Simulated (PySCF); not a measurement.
N-methylpropan-2-imine (C4H9N), SMILES CC(C)=NC. Atoms are numbered in the order given.

```xyz
14

C     -0.1020    -0.9222     1.7082
N      0.5508     0.0600     0.8667
C      0.1049     0.2498    -0.3247
C      0.7887     1.2738    -1.1943
C     -1.0749    -0.4903    -0.9272
H     -0.0782    -1.9475     1.2689
H     -1.1773    -0.6851     1.8878
H      0.3982    -0.9707     2.6960
H      1.1767     0.8058    -2.1249
H      0.0730     2.0618    -1.5142
H      1.6244     1.7387    -0.6403
H     -1.9921    -0.3264    -0.3216
H     -0.8949    -1.5868    -0.9239
H     -1.2855    -0.1765    -1.9667
```
Charge 0, spin multiplicity 1.

Geometry: PBE-D3(BJ)/def2-SVP.

All values below come from B3LYP/def2-TZVP run with PySCF.

ESP charges are fitted to the potential on shells at 1.4 to 2.0 van der Waals radii. Atomic charges (e):

| atom | ESP fit | Löwdin | meta-Löwdin |
|---|---|---|---|
| C1 | 0.02 | -0.34 | -0.22 |
| N2 | -0.63 | 0.08 | -0.29 |
| C3 | 0.90 | -0.30 | 0.18 |
| C4 | -0.79 | -0.27 | -0.33 |
| C5 | -0.78 | -0.28 | -0.36 |
| H6 | 0.03 | 0.11 | 0.10 |
| H7 | 0.03 | 0.11 | 0.10 |
| H8 | 0.07 | 0.11 | 0.12 |
| H9 | 0.19 | 0.13 | 0.11 |
| H10 | 0.19 | 0.13 | 0.11 |
| H11 | 0.18 | 0.13 | 0.13 |
| H12 | 0.19 | 0.13 | 0.12 |
| H13 | 0.20 | 0.13 | 0.12 |
| H14 | 0.19 | 0.13 | 0.11 |

### Question
Give the Mayer and Wiberg (Löwdin basis) orders of the bonds. (Estimate from the structure and the level; the computed values follow.)

### Answer

```
bond    Mayer  Wiberg
------  -----  ------
C1–N2    0.96    1.39
N2–C3    2.05    2.17
C3–C4    0.95    1.25
C3–C5    0.94    1.23
C1–H6    0.96    0.91
C1–H7    0.96    0.91
C1–H8    0.98    0.93
C4–H9    0.96    0.89
C4–H10   0.96    0.89
C4–H11   0.98    0.90
C5–H12   0.96    0.89
C5–H13   0.96    0.89
C5–H14   0.97    0.90
```
